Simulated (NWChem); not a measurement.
# Correlation energy of silicon dioxide molecule (O$_{2}$Si)

SMILES: [Si](=O)=O
```xyz
3

O      0.0000     0.0000    -1.5184
Si     0.0000     0.0000     0.0000
O      0.0000     0.0000     1.5184
```
Charge 0, spin multiplicity 1.

Program: NWChem. Structure: optimised with PBE0/def2-SVP, a minimum by its harmonic frequencies.

Basis set: def2-SVP. Each correlation energy counts from its own Hartree-Fock reference.

The correlated methods keep 7 core orbitals frozen. Coupled-cluster values serve here as a point of comparison, not as the truth.

### Question
For the correlation energy, CCSD+T(CCSD) gives -487.0 mHa and CCSD(T) gives -483.2 mHa. What do MP2, CR-CCSD(T), CCSD give?

### Answer
MP2: -470.6 mHa; CR-CCSD(T): -479.1 mHa; CCSD: -465.0 mHa.
